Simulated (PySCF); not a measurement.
boric acid (BH₃O₃), SMILES OB(O)O.

Geometry optimised at PBE0-D3(BJ)/def2-SVP. Other conformers were not sampled.

Calculation: PBE/def2-TZVPD (PySCF).

Symmetry labels are those of the subgroup Cs that the program uses (full group Cs).

Computed valence orbital energies around the gap with their symmetry:
```
orbital  symmetry  energy (eV)
-------  --------  -----------
HOMO−7         A'       -13.96
HOMO−6         A'       -12.18
HOMO−5         A'       -10.38
HOMO−4         A"        -9.96
HOMO−3         A'        -8.81
HOMO−2         A'        -8.25
HOMO−1         A"        -7.79
HOMO           A"        -7.57
LUMO           A'        -1.26
LUMO+1         A'         0.03
LUMO+2         A'         0.44
LUMO+3         A"         1.15
```
